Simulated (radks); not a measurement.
Polarisabilities and homonuclear dispersion coefficients (atomic units). Method: scalar-relativistic Kohn-Sham, PBE, spin-unpolarised, spherical densities, finite nucleus; Fermi nuclear charge, rms radius of each element as measured or else 0.836 A^(1/3) + 0.57 fm; computed with a radial shooting solver on a logarithmic mesh with Libxc functionals. Response by self-consistent Sternheimer equations with the Hartree and adiabatic LDA kernel, the relativistic mass of each level held fixed and spin-orbit coupling left out. For heavy and open-shell atoms this level of theory can miss by tens of per cent. "Uncoupled" leaves out the induced potential. Quadrupole and octupole values are given only where no p, d or f shell is open.

| species | configuration | alpha1 (bohr^3) | alpha1, uncoupled | alpha2 (bohr^5) | alpha3 (bohr^7) | C6 | C8 | recommended alpha1 |
|---|---|---|---|---|---|---|---|---|
| Ag | [Kr] 4d10 5s1 | 48.34 | 78.11 | 498.9 | 10330 | 384.2 | 20540 | 55 +/- 8 |
| Cd+ | [Kr] 4d10 5s1 | 21.54 | 35.20 | 115.2 | 1278 | 128.6 | 3808 | - |
| In2+ | [Kr] 4d10 5s1 | 12.76 | 20.60 | 45.92 | 352.1 | 61.78 | 1279 | - |
| Sn3+ | [Kr] 4d10 5s1 | 8.546 | 13.61 | 23.05 | 134.8 | 34.85 | 555.1 | - |
| Sb4+ | [Kr] 4d10 5s1 | 6.139 | 9.660 | 13.18 | 62.14 | 21.61 | 279.2 | - |
| Te5+ | [Kr] 4d10 5s1 | 4.619 | 7.196 | 8.194 | 32.30 | 14.28 | 154.7 | - |
| I6+ | [Kr] 4d10 5s1 | 3.592 | 5.550 | 5.405 | 18.29 | 9.882 | 91.88 | - |
| Xe7+ | [Kr] 4d10 5s1 | 2.864 | 4.393 | 3.726 | 11.07 | 7.084 | 57.47 | - |
| Cs8+ | [Kr] 4d10 5s1 | 2.329 | 3.550 | 2.658 | 7.061 | 5.222 | 37.44 | - |

Recommended values: Schwerdtfeger and Nagle, table of static dipole polarisabilities (2023 update), measured or computed.

Beside tabulated values, note that spin-unpolarised runs miss the spin-polarisation part of the exchange energy of open shells.
